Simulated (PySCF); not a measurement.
Members of one series of related molecules.

All values: wB97X-D/def2-SVPD (PySCF) at GFN2-xTB geometries, gas phase, one conformer each. Core orbitals are frozen in the response; Δα² is half the sum of the squared differences of the principal polarisabilities.

Question: Rank by HOMO energy, highest first.
A. `CC(C)[C@@H](F)C(=O)Cl`
B. `C[C@@H](F)[C@H](F)C(=O)Cl`
C. `CC[C@H](OC)C(=O)Cl`

Answer: C (-9.87 eV), A (-10.58 eV), B (-10.85 eV).

Question: Rank by dipole moment, lowest first.
A. `[CH3:1][C@@H:2]([F:3])[C@H:4]([F:5])[C:6](=[O:7])[Cl:8]` with C1–C2–C4–F5 75°, C2–C4–C6–O7 102°
B. `[CH2:1]=[CH:2][C@@H:3]([CH2:4][CH3:5])[C:6](=[O:7])[Cl:8]` with C1–C2–C3–C4 123°, C2–C3–C4–C5 -175°, C2–C3–C6–O7 114°
C. `[CH3:1][CH:2]([CH3:3])[C@@H:4]([F:5])[C:6](=[O:7])[Cl:8]` with C1–C2–C4–F5 63°, C2–C4–C6–O7 64°

Answer: A (2.10 D), C (2.51 D), B (3.08 D).

All values together:

```
                   SMILES    formula  μ (D)  HOMO (eV)  LUMO (eV)  α (Å³)  Δα (Å³)  electrons  α per electron (Å³)
    CC(C)[C@@H](F)C(=O)Cl   C5H8ClFO   2.51     -10.58       0.35   11.45     2.94         72                0.159
C[C@@H](F)[C@H](F)C(=O)Cl  C4H5ClF2O   2.10     -10.85       0.12    9.76     2.09         72                0.135
       CC[C@H](OC)C(=O)Cl   C5H9ClO2   2.47      -9.87       0.56   12.08     2.45         72                0.168
     C=C[C@@H](CC)C(=O)Cl    C6H9ClO   3.08      -9.80       0.53   13.11     2.75         70                0.187
```

Conformers: `[CH3:1][CH:2]([CH3:3])[C@@H:4]([F:5])[C:6](=[O:7])[Cl:8]` with C1–C2–C4–F5 63°, C2–C4–C6–O7 64°; `[CH3:1][C@@H:2]([F:3])[C@H:4]([F:5])[C:6](=[O:7])[Cl:8]` with C1–C2–C4–F5 75°, C2–C4–C6–O7 102°; `[CH3:1][CH2:2][C@H:3]([O:4][CH3:5])[C:6](=[O:7])[Cl:8]` with C1–C2–C3–O4 64°, C2–C3–O4–C5 167°, C2–C3–C6–O7 113°; `[CH2:1]=[CH:2][C@@H:3]([CH2:4][CH3:5])[C:6](=[O:7])[Cl:8]` with C1–C2–C3–C4 123°, C2–C3–C4–C5 -175°, C2–C3–C6–O7 114°.
